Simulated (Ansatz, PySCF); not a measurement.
Gas-phase reaction (SMILES): F[Si](Br)(Br)Br [tribromo(fluoro)silane] + [H][H] (H2) → Br[SiH](Br)Br [tribromosilane] + F (HF); hydrogen cleaves one Si-F bond, a model of a ligand-exchange step.

Structures are relaxed separately at B3LYP-D3(BJ)/def2-TZVP in Ansatz (an electronic-structure program). Correlated levels leave the core frozen unless marked. No spin-orbit coupling. Frozen are the shells of the preceding noble gas and the d and f shells that filled before the atom's block. Non-relativistic. CBS(X,Y): correlation extrapolated as X^-3; Hartree-Fock from the larger set. The bracket is a focal-point correction in the basis named. Thermal terms are rigid-rotor harmonic-oscillator values from B3LYP-D3(BJ) frequencies (Ansatz or PySCF) at 298.15 K and 1 atm. 1 Eh = 627.5095 kcal/mol.

```json
[
 {"species": "F[Si](Br)(Br)Br", "E, RI-MP2/CBS(def2-TZVPPD,def2-QZVPPD)+[CCSD(T)-MP2]/def2-TZVPPD (Ansatz) (Eh)": "-8107.12452", "E, r2SCAN-D4/def2-TZVPD (Ansatz + dftd4) (Eh)": "-8111.97379", "H - E (Eh)": "0.01475"},
 {"species": "[H][H] (H2)", "E, RI-MP2/CBS(def2-TZVPPD,def2-QZVPPD)+[CCSD(T)-MP2]/def2-TZVPPD (Ansatz) (Eh)": "-1.17532", "E, r2SCAN-D4/def2-TZVPD (Ansatz + dftd4) (Eh)": "-1.17100", "H - E (Eh)": "0.01336"},
 {"species": "Br[SiH](Br)Br", "E, RI-MP2/CBS(def2-TZVPPD,def2-QZVPPD)+[CCSD(T)-MP2]/def2-TZVPPD (Ansatz) (Eh)": "-8007.86367", "E, r2SCAN-D4/def2-TZVPD (Ansatz + dftd4) (Eh)": "-8012.65101", "H - E (Eh)": "0.01941"},
 {"species": "F (HF)", "E, RI-MP2/CBS(def2-TZVPPD,def2-QZVPPD)+[CCSD(T)-MP2]/def2-TZVPPD (Ansatz) (Eh)": "-100.39405", "E, r2SCAN-D4/def2-TZVPD (Ansatz + dftd4) (Eh)": "-100.44728", "H - E (Eh)": "0.01259"}
]
```

Question: Work out ΔE and ΔH at 298.15 K at the first level, then ΔH at the second.

Answer: 
1. ΔE = [(-8007.86367) + (-100.39405)] - [(-8107.12452) + (-1.17532)] = 0.04212 Eh = 26.4 kcal/mol at RI-MP2/CBS(def2-TZVPPD,def2-QZVPPD)+[CCSD(T)-MP2]/def2-TZVPPD.
2. The terms H - E add up to 0.00389 Eh, so ΔH = (0.04212 + (0.00389))×627.5095 = 28.9 kcal/mol.
3. At r2SCAN-D4/def2-TZVPD the same steps give ΔE = 29.2 and ΔH = 31.6 kcal/mol, a shift of +2.7 from the first level.
4. These values are not checked against measurement here, since the tables used lack a sound gas-phase enthalpy of formation for at least one species.
